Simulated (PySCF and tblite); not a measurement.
The numbers below are computed, except where a source is named.
System: C₅H₈O₃, numbered as in [CH3:1][O:2][C:3](=[O:4])/[CH:5]=[C:6](/[CH3:7])[OH:8].

For the rotation about the C6–O8 bond (torsion C5–C6–O8–H from 0° to 180°, rising): electronic barrier 19.57 kcal/mol, zero-point change -1.01 kcal/mol, thermal and entropy terms at 298.15 K a further -0.27 kcal/mol (symmetry numbers apart). The minimum is Cs, the saddle C1. The path came from a restrained scan, a climbing-image band and a saddle search at GFN2-xTB; energies are PBE0/pcSseg-1 + D3(BJ)//GFN2-xTB, thermal terms GFN2-xTB. Rate constants are transition-state-theory values, counting equivalent paths, without tunnelling. (PySCF 2.14 with density fitting, tblite 0.8.)

Task: How many equivalent paths lead out of the minimum?

Result: 2: the symmetry number of the minimum is 1, that of the saddle displaced along its mode 1, and the displaced saddle is chiral while the minimum is not, which doubles the count.

Task: Work out the rate at 298.15 K.

Result: ΔG‡ = 18.29 kcal/mol; k_B T/h = 6.2×10¹² s⁻¹; exp(−ΔG‡/RT) = 3.9×10⁻¹⁴; times 2 gives k = 0.48 s⁻¹. Wigner's tunnelling factor for the 528i cm⁻¹ mode would be 1.27.
